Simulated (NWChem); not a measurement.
GeSiH5, doublet; SMILES [SiH3][GeH2]

All runs: NWChem. Spin-unrestricted. Geometry: optimised at PBE0/def2-SVP, spin-unrestricted. No stability test was run on the SCF state.

For level B3PW91/def2-TZVP:

- highest occupied level (eV): -5.95
- lowest empty minus highest occupied level, either spin (eV): 2.93

### Question
What are these values for level LRC-wPBEh/def2-TZVP?

### Answer
The highest occupied level (eV) comes out as -7.92 and the lowest empty minus highest occupied level, either spin (eV) is 6.84.
